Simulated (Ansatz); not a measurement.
`C[O][SnH]([CH3])[SH]` and `[CH3][SnH]([F])[SH]` differ in one atom or group.

Ansatz, PBE0-D4/def2-TZVP geometries, multiplicity 1. Each molecule was computed in one conformer, which needn't be the lowest.

Elements past krypton have def2 core potentials.

| property | `C[O][SnH]([CH3])[SH]` |
| --- | --- |
| size of the dipole moment (PBE/def2-TZVPP) / D | 1.45 |
| LUMO energy (PBE/def2-TZVPP) / eV | -1.25 |
| LUMO energy (ωB97M-V/def2-TZVPP) / eV | 1.53 |
| HOMO energy (PBE0/def2-TZVPP) / eV | -7.39 |
| HOMO–LUMO gap (B3LYP/def2-TZVPP) / eV | 6.51 |
| LUMO energy (B3LYP/def2-TZVPP) / eV | -0.62 |

Q: Give the same properties after the change, and the shifts. (An estimate is asked.)

A: Ansatz gave: 
| property | `[CH3][SnH]([F])[SH]` | shift |
| --- | --- | --- |
| size of the dipole moment (PBE/def2-TZVPP) / D | 3.09 | 1.64 |
| LUMO energy (PBE/def2-TZVPP) / eV | -1.57 | -0.32 |
| LUMO energy (ωB97M-V/def2-TZVPP) / eV | 1.23 | -0.30 |
| HOMO energy (PBE0/def2-TZVPP) / eV | -7.68 | -0.29 |
| HOMO–LUMO gap (B3LYP/def2-TZVPP) / eV | 6.47 | -0.04 |
| LUMO energy (B3LYP/def2-TZVPP) / eV | -0.95 | -0.33 |

Dipoles are sizes alone; their direction can turn.

B3LYP here is the variant with VWN-RPA as its local correlation; programs differ in this.
